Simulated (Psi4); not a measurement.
CH₆ClFSi₂ (SMILES F[SiH2]C[SiH2]Cl), singlet, at a GFN2-xTB geometry, atoms displaced at random by about 0.03 Å a coordinate; PBE0/6-31G, gradient (Psi4).

Psi4 was given this input:
```
memory 2 GB

molecule {
0 1
  Si    1.52354386    0.52073394    0.29385484
  F     3.09027217   -0.13008911    0.53728689
  C     0.55247795   -0.84149183   -0.44978557
  Si   -1.24039448   -0.33166024   -0.96188770
  Cl   -2.20820254    0.31088491    0.65681143
  H     1.20525488    0.94968096    1.54024590
  H     1.83283702    1.56153961   -0.69048526
  H     1.04226180   -1.29238048   -1.29778501
  H     0.46733749   -1.64339778    0.27462445
  H    -1.22300892    0.74658001   -1.96383850
  H    -1.93555362   -1.54073095   -1.43949773
symmetry c1
no_reorient
no_com
}

set basis 6-31g

gradient('pbe0')
print_variables()
```

Q: What does Psi4 print? Leave out banner, timings and long lists.

A: 
```
gradient() will perform analytic gradient computation.

   => Loading Basis Set <=

    Name: 6-31G
    Role: ORBITAL
    Keyword: BASIS

         ---------------------------------------------------------
                                   SCF
               by Justin Turney, Rob Parrish, Andy Simmonett
                          and Daniel G. A. Smith
                              RKS Reference
         ---------------------------------------------------------

  ==> Geometry <==

    Molecular point group: c1
    Full point group: C1

    Geometry (in Angstrom), charge = 0, multiplicity = 1:

       Center              X                  Y                   Z               Mass
    ------------   -----------------  -----------------  -----------------  -----------------
         SI           1.523543860000     0.520733940000     0.293854840000    27.976926534650
         F            3.090272170000    -0.130089110000     0.537286890000    18.998403162730
         C            0.552477950000    -0.841491830000    -0.449785570000    12.000000000000
         SI          -1.240394480000    -0.331660240000    -0.961887700000    27.976926534650
         CL          -2.208202540000     0.310884910000     0.656811430000    34.968852682000
         H            1.205254880000     0.949680960000     1.540245900000     1.007825032230
         H            1.832837020000     1.561539610000    -0.690485260000     1.007825032230
         H            1.042261800000    -1.292380480000    -1.297785010000     1.007825032230
         H            0.467337490000    -1.643397780000     0.274624450000     1.007825032230
         H           -1.223008920000     0.746580010000    -1.963838500000     1.007825032230
         H           -1.935553620000    -1.540730950000    -1.439497730000     1.007825032230

  Running in c1 symmetry.

  Rotational constants: A =      0.18018  B =      0.03407  C =      0.03050 [cm^-1]
  Rotational constants: A =   5401.63721  B =   1021.50354  C =    914.23184 [MHz]
  Nuclear repulsion =  350.780597149381265

  Charge       = 0
  Multiplicity = 1
  Electrons    = 66
  Nalpha       = 33
  Nbeta        = 33

  ==> Algorithm <==

  SCF Algorithm Type is DF.
  DIIS enabled.
  MOM disabled.
  Fractional occupation disabled.
  Guess Type is SAD.
  Energy threshold   = 1.00e-08
  Density threshold  = 1.00e-08
  Integral threshold = 1.00e-12

  ==> Primary Basis <==

  Basis Set: 6-31G
    Blend: 6-31G
    Number of shells: 43
    Number of basis functions: 69
    Number of Cartesian functions: 69
    Spherical Harmonics?: false
    Max angular momentum: 1

  ==> DFT Potential <==

   => LibXC <=

    Version 7.1.2
    S. Lehtola, C. Steigemann, M. J. T. Oliveira, and M. A. L. Marques,  SoftwareX 7, 1–5 (2018) (10.1016/j.softx.2017.11.002)

   => Composite Functional: PBE0 <=

    PBE0 Hyb-GGA Exchange-Correlation Functional

    C. Adamo and V. Barone,  J. Chem. Phys. 110, 6158 (1999) (10.1063/1.478522)
    M. Ernzerhof and G. E. Scuseria,  J. Chem. Phys. 110, 5029 (1999) (10.1063/1.478401)

    Deriv               =              1
    GGA                 =           TRUE
    Meta                =          FALSE

    Exchange Hybrid     =           TRUE
    MP2 Hybrid          =          FALSE

   => Exchange Functionals <=

    0.7500   Perdew, Burke & Ernzerhof

   => Exact (HF) Exchange <=

    0.2500               HF

   => Correlation Functionals <=

    1.0000   Perdew, Burke & Ernzerhof

   => LibXC Density Thresholds  <==

    XC_HYB_GGA_XC_PBEH:  1.00E-15

   => Molecular Quadrature <=

    Radial Scheme          =       TREUTLER
    Pruning Scheme         =           NONE
    Nuclear Scheme         =       TREUTLER

    Blocking Scheme        =         OCTREE
    BS radius alpha        =              1
    Pruning alpha          =              1
    Radial Points          =             75
    Spherical Points       =            302
    Total Points           =         235132
    Total Blocks           =           1809
    Max Points             =            256
    Max Functions          =             62
    Weights Tolerance      =       1.00E-15

   => Loading Basis Set <=

    Name: (6-31G AUX)
    Role: JKFIT
    Keyword: DF_BASIS_SCF

  ==> Integral Setup <==

  SCF_SUBTYPE=INCORE selected. In-core MEM_DF algorithm will be used.
  Using in-core AOs.

  ==> MemDFJK: Density-Fitted J/K Matrices <==

    J tasked:                   Yes
    K tasked:                   Yes
    wK tasked:                   No
    Algorithm:                 Core
    Schwarz Cutoff:           1E-12
    Mask sparsity (%):       7.0153
    Fitting Condition:        1E-10

   => Auxiliary Basis Set <=

  Basis Set: (6-31G AUX)
    Blend: CC-PVDZ-JKFIT
    Number of shells: 210
    Number of basis functions: 702
    Number of Cartesian functions: 702
    Spherical Harmonics?: false
    Max angular momentum: 3

  Minimum eigenvalue in the overlap matrix is 8.7981839193E-03.
  Reciprocal condition number of the overlap matrix is 1.7201317002E-03.
    Using symmetric orthogonalization.

  ==> Pre-Iterations <==

  SCF Guess: Superposition of Atomic Densities via on-the-fly atomic UHF (no occupation information).

   -------------------------
    Irrep   Nso     Nmo
   -------------------------
     A         69      69
   -------------------------
    Total      69      69
   -------------------------

  ==> Iterations <==

                           Total Energy        Delta E     RMS |[F,P]|

   @DF-RKS iter SAD: -1179.74548194759427   -1.17975e+03   0.00000e+00
   @DF-RKS iter   1: -1179.89337785808652   -1.47896e-01   9.59647e-03 DIIS/ADIIS
   @DF-RKS iter   2: -1179.78158104955492    1.11797e-01   1.17342e-02 DIIS/ADIIS
   @DF-RKS iter   3: -1180.09841482068646   -3.16834e-01   1.13457e-03 DIIS/ADIIS
   @DF-RKS iter   4: -1180.10029225550443   -1.87743e-03   5.73429e-04 DIIS/ADIIS
   @DF-RKS iter   5: -1180.10094041288926   -6.48157e-04   9.33199e-05 DIIS
[...]
  @DF-RKS Final Energy: -1180.10096704623697
    Total Energy =                      -1180.1009670462369741
[...]

Properties will be evaluated at   0.000000,   0.000000,   0.000000 [a0]

Properties computed using the SCF density matrix

 Multipole Moments:

 ------------------------------------------------------------------------------------
     Multipole            Electronic (a.u.)      Nuclear  (a.u.)        Total (a.u.)
 ------------------------------------------------------------------------------------

 L = 1.  Multiply by 2.5417464519 to convert [e a0] to [Debye]
 Dipole X            :          1.3440003           -2.0010423           -0.6570420
 Dipole Y            :         -1.0760641            0.9327946           -0.1432695
 Dipole Z            :         -1.4987673            0.7057498           -0.7930175
 Magnitude           :                                                    1.0397630

 ------------------------------------------------------------------------------------

         ------------------------------------------------------------
                                   SCF GRAD
                          Rob Parrish, Justin Turney,
                       Andy Simmonett, and Alex Sokolov
         ------------------------------------------------------------

  ==> Geometry <==

    Molecular point group: c1
    Full point group: C1

    Geometry (in Angstrom), charge = 0, multiplicity = 1:

       Center              X                  Y                   Z               Mass
    ------------   -----------------  -----------------  -----------------  -----------------
         SI           1.523543860000     0.520733940000     0.293854840000    27.976926534650
         F            3.090272170000    -0.130089110000     0.537286890000    18.998403162730
         C            0.552477950000    -0.841491830000    -0.449785570000    12.000000000000
         SI          -1.240394480000    -0.331660240000    -0.961887700000    27.976926534650
         CL          -2.208202540000     0.310884910000     0.656811430000    34.968852682000
         H            1.205254880000     0.949680960000     1.540245900000     1.007825032230
         H            1.832837020000     1.561539610000    -0.690485260000     1.007825032230
         H            1.042261800000    -1.292380480000    -1.297785010000     1.007825032230
         H            0.467337490000    -1.643397780000     0.274624450000     1.007825032230
         H           -1.223008920000     0.746580010000    -1.963838500000     1.007825032230
         H           -1.935553620000    -1.540730950000    -1.439497730000     1.007825032230

  Nuclear repulsion =  350.780597149381265

  ==> Basis Set <==

  Basis Set: 6-31G
    Blend: 6-31G
    Number of shells: 43
    Number of basis functions: 69
    Number of Cartesian functions: 69
    Spherical Harmonics?: false
    Max angular momentum: 1

  ==> DFJKGrad: Density-Fitted SCF Gradients <==

    Gradient:                    1
    J tasked:                  Yes
    K tasked:                  Yes
    wK tasked:                  No
    Integrals threads:           1
    Schwarz Cutoff:          1E-12
    Fitting Condition:       1E-10

   => Auxiliary Basis Set <=

  Basis Set: (6-31G AUX)
    Blend: CC-PVDZ-JKFIT
    Number of shells: 210
    Number of basis functions: 702
    Number of Cartesian functions: 702
    Spherical Harmonics?: false
    Max angular momentum: 3

  ==> DFT Potential <==

   => LibXC <=

    Version 7.1.2
    S. Lehtola, C. Steigemann, M. J. T. Oliveira, and M. A. L. Marques,  SoftwareX 7, 1–5 (2018) (10.1016/j.softx.2017.11.002)

   => Composite Functional: PBE0 <=

    PBE0 Hyb-GGA Exchange-Correlation Functional

    C. Adamo and V. Barone,  J. Chem. Phys. 110, 6158 (1999) (10.1063/1.478522)
    M. Ernzerhof and G. E. Scuseria,  J. Chem. Phys. 110, 5029 (1999) (10.1063/1.478401)

    Deriv               =              1
    GGA                 =           TRUE
    Meta                =          FALSE

    Exchange Hybrid     =           TRUE
    MP2 Hybrid          =          FALSE

   => Exchange Functionals <=

    0.7500   Perdew, Burke & Ernzerhof

   => Exact (HF) Exchange <=

    0.2500               HF

   => Correlation Functionals <=

    1.0000   Perdew, Burke & Ernzerhof

   => LibXC Density Thresholds  <==

    XC_HYB_GGA_XC_PBEH:  1.00E-15

   => Molecular Quadrature <=

    Radial Scheme          =       TREUTLER
    Pruning Scheme         =           NONE
    Nuclear Scheme         =       TREUTLER

    Blocking Scheme        =         OCTREE
    BS radius alpha        =              1
    Pruning alpha          =              1
    Radial Points          =             75
    Spherical Points       =            302
    Total Points           =         235132
    Total Blocks           =           1809
    Max Points             =            256
    Max Functions          =             62
    Weights Tolerance      =       1.00E-15

  -Total Gradient:
     Atom            X                  Y                   Z
    ------   -----------------  -----------------  -----------------
       1       -0.053742325507     0.020696966972     0.047869250610
       2       -0.001837219775     0.003414446891    -0.001982089396
       3        0.033193931484     0.001075741503     0.000596322628
       4       -0.050443806279     0.034251270380     0.050141535351
       5        0.038437730160    -0.027426777368    -0.064045669209
       6        0.026301433518    -0.022687618698    -0.058113558394
       7        0.007347287062    -0.014193852019     0.008296669970
       8       -0.007797459383    -0.001161761569     0.011853574642
       9        0.003326025994     0.006858687328    -0.007626972469
      10        0.000165976277    -0.006313144394     0.007094389176
      11        0.005199278131     0.005453689637     0.005898896893

  Variable Map:
  ----------------------------------------------------------------------------
[...]
  Array Variable Map:
  ----------------------------------------------------------------------------
[...]
[...]
```
